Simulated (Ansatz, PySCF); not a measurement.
Dissociation curve of SeAl (cation, charge +1), lowest triplet found (which spin is the ground state isn't settled by this scan).

Levels of theory: ROHF/cc-pVDZ (Ansatz, an electronic-structure program); ROCCSD = CCSD on ROHF/cc-pVDZ, cores with 3d frozen run with Ansatz; UMP2/3-21G = PySCF with unrestricted MP2 (frozen core)/3-21G; UCCSDT = CCSDT on UHF/cc-pVDZ, cores with 3d frozen in Ansatz.

Energies are in eV, each relative to the lowest point of its own curve between 2.75 and 3.54 Å, where full CI is lowest.

```tsv
R / Å	ROHF	ROCCSD	UMP2/3-21G	UCCSDT
2.75	0.168	0.101	0.302	0.093
2.85	0.088	0.040	0.185	0.034
3.04	0.012	0.000	0.054	0.000
3.27	0.000	0.029	0.000	0.037
3.54	0.038	0.109	0.018	0.126
3.82	0.099	0.202	0.080	0.228
4.24	0.191	0.328	0.197	0.364
4.73	0.277	0.437	0.318	0.480
5.27	0.341	0.514	0.409	0.561
6.07	0.392	0.572	0.474	0.621
7.05	0.419	0.600	0.500	0.649
8.21	0.433	0.613	0.512	0.663
```

At the longest distance, 8.21 Å, UCCSDT lies highest above its minimum (0.663 eV) and ROHF lowest (0.433 eV).

The scan ran from 1.74 to 8.21 Å; beyond the distances shown full CI changes its symmetry label.
